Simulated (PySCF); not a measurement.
Geometries of 2 isomers of CH7NSn, from PBE0-D3(BJ)/def2-SVP geometry optimisation, gas phase, def2 core potentials past Kr (PySCF 2.14.0). One conformer each, no zero-point energy, no frequencies.

Question: Which is lower in electronic energy at this level?
A.
```xyz
10
angstrom
Sn     0.602    1.096    0.930
H      0.680    1.020    2.638
H      2.154    1.158    0.210
H     -0.315    2.471    0.435
N     -0.217   -0.677    0.336
C     -0.444   -0.955   -1.062
H     -1.002   -0.964    0.914
H     -1.286   -0.405   -1.532
H      0.459   -0.712   -1.648
H     -0.631   -2.032   -1.221
```
B.
```xyz
10
angstrom
N     -1.685    0.355   -0.132
C     -0.637   -0.622   -0.323
Sn     1.382    0.041    0.221
H     -1.517    1.199   -0.674
H     -1.758    0.641    0.842
H     -0.614   -0.942   -1.376
H     -0.862   -1.527    0.264
H      1.770    1.421   -0.734
H      1.350    0.551    1.865
H      2.619   -1.138    0.027
```

Answer: A. That is SnH3(NHMe) (`[H][Sn]([H])([H])[NH]C`), 2.5 kcal/mol below the other.

```json
{"SMILES": "[H][Sn]([H])([H])[NH]C", "atoms numbered as above": "–", "E (Eh)": "-311.14252", "relative (kcal/mol)": "0.0", "relative (kJ/mol)": "0.0", "dipole (D)": "0.75"}
{"SMILES": "N[CH2][SnH3]", "atoms numbered as above": "[NH2:1][CH2:2][SnH3:3]", "E (Eh)": "-311.13850", "relative (kcal/mol)": "2.5", "relative (kJ/mol)": "10.5", "dipole (D)": "0.33"}
```
